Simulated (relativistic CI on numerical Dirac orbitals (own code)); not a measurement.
Hyperfine structure of Eu LV, mass number 151

Calculated at this level of theory: Dirac-Coulomb-Breit CI, orbitals from a KLI potential per configuration, model QED (radiative potential, 1s self-energy scaled to tabulated hydrogen-like ionisation energies), unscaled Slater integrals (own radial code, finite nucleus).

CI space (outside the closed core 1s2): 2s2 2p5, 2s 2p6, 2p6 3s, 2p6 3p, 2p6 3d, 2s2 2p4 3s, 2s2 2p4 3p, 2s2 2p4 3d, 2s 2p5 3s, 2s 2p5 3p, 2s 2p5 3d, 2s2 2p4 4s, 2s2 2p4 4p, 2s2 2p4 4d, 2s2 2p4 4f, 2s 2p5 4s. Levels of other configurations are missing.

Nuclear spin I = 5/2, μ = 3.4635 μN, Q = 0.903 b (tables of Stone and Pyykkö). The electronic factors are computed for point nuclear moments, without core polarisation or the Bohr-Weisskopf and QED corrections.

| Level | E (eV) | A (GHz) | B (GHz) |
| --- | --- | --- | --- |
| 2s2 2p5 2P°_3/2 | 0.00 | 673.4 | -838 |
| 2s2 2p5 2P°_1/2 | 668.06 | 4980 |  |
| 2s 2p6 2S_1/2 | 1046.07 | 15720 |  |
| 2s2 2p4 3s 4P_5/2 | 6029.42 | 1402 | 78.6 |
| 2s2 2p4 3s 2P_3/2 | 6038.47 | -65.11 | 30.3 |
| 2s2 2p4 3s 2S_1/2 | 6080.64 | 4334 |  |
| 2s2 2p4 3p 2P°_1/2 | 6184.67 | 1395 |  |
| 2s2 2p4 3p 2D°_5/2 | 6321.08 | 490.3 | -6.63 |

Levels with J = 0, under 50 % of one LS term, or S terms without an open s electron are left out. Small factors come from cancelling terms and can be off by tens of per cent or more.

At this charge energies of transitions that change n are usually good to better than 1 %, and those within a shell (Δn = 0) to a few per cent.

Q: Give the hyperfine levels of 2s2 2p5 2P°_1/2 relative to its centre of gravity.

A: With K = F(F + 1) − I(I + 1) − J(J + 1), E = AK/2: F = 2: -8716, F = 3: 6225 GHz.

LS names give the leading component of a level, which can be under half, so a name can repeat, a term be missing and a line seem to break the LS rules.
